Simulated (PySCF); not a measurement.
Ga(CF3)(Cl)2, CCl2F3Ga, SMILES F[C](F)([Ga]([Cl])[Cl])F, PBE0/def2-SVP optimised geometry.

```
7

Ga    -0.03     0.45     0.00
C     -1.07    -1.27     0.03
F     -0.32    -2.32    -0.29
F     -2.10    -1.23    -0.83
F     -1.57    -1.49     1.25
Cl     2.10     0.45     0.00
Cl    -1.03     2.32     0.00
```

Density from PySCF with PBE0/def2-TZVP at that geometry.

Minimum of the electron density along straight lines between bonded atoms, close to the bond critical point (lines longer than 1.1 times the sum of covalent radii, or with two minima, are not listed):

```tsv
bond	length / Å	ρ at the minimum / e bohr⁻³	∇²ρ there / e bohr⁻⁵	position (fraction from the first atom)
Ga1–C2	2.013	___	___	0.47
C2–F3	1.334	0.287	-0.36	0.34
C2–F4	1.336	0.285	-0.38	0.34
C2–F5	1.339	0.283	-0.38	0.34
Ga1–Cl6	2.128	0.101	0.28	0.44
Ga1–Cl7	2.127	0.101	0.28	0.44
```

Some entries are withheld; supply them.


- Ga1–C2, ρ at the minimum / e bohr⁻³: 0.115
- Ga1–C2, ∇²ρ there / e bohr⁻⁵: 0.18
